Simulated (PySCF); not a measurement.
AlF$_{2}$I (SMILES [F][Al]([F])[I]), singlet, geometry from GFN2-xTB (such geometries of metal compounds can be far from the true shape) (core potentials on I).

The PySCF input:
```python
from pyscf import gto, scf, dft, solvent

mol = gto.M(
    atom='''
Al   -1.040930    0.608828   -0.670889
F    -2.493726   -0.122361   -0.870635
F    -0.901223    2.108030   -1.317442
I     0.831823   -0.486524    0.536118
''',
    basis='def2-svp',
    ecp={'I': 'def2-svp'},
    charge=0,
    spin=0,
    verbose=4,
)

mf = dft.RKS(mol)
mf.xc = 'b3lyp'
mf.kernel()
mf.analyze()
```

Question: Estimate the total energy that B3LYP/def2-SVP in PySCF returns for this input.

Answer: -739.8972 Eh

Question: Predict the HOMO-LUMO gap from B3LYP/def2-SVP.

Answer: 6.09 eV

Question: What HOMO energy does B3LYP/def2-SVP give?

Answer: -7.98 eV
